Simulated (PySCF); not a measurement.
# F²⁺: excitation energy

F²⁺ [He] 2s2 2p3 (4S) → F²⁺ [He] 2s1 2p3 3s1 (6S), as a difference of total energies. All numbers are calculated (PySCF 2.14, the spin-free X2C one-electron Hamiltonian (Gaussian nucleus), in aug-cc-pVTZ-DK). Correlated levels: valence: 1s2 frozen. The calculations carry no spin-orbit coupling.

| method | excitation energy (eV) |
| --- | --- |
| UHF | 46.467 |
| LDA | 48.705 |
| PBE | 48.615 |
| PBE0 | 48.579 |
| r2SCAN | 48.189 |
| B2PLYP | 49.339 |
| M06-L | 49.469 |
| B3LYP | 49.554 |
| CAM-B3LYP | 49.567 |
| ROHF | 46.337 |
| MP2 (valence) | 48.265 |
| SCS-MP2 (valence) | 48.734 |

**Question.** How much does correlation contribute at MP2 (valence)?

**Answer.** 48.265 − (46.467) = 1.798 eV, measured against UHF.

The promoted electron is Rydberg-like, and one or two diffuse shells describe it only roughly, which tends to raise the upper state.
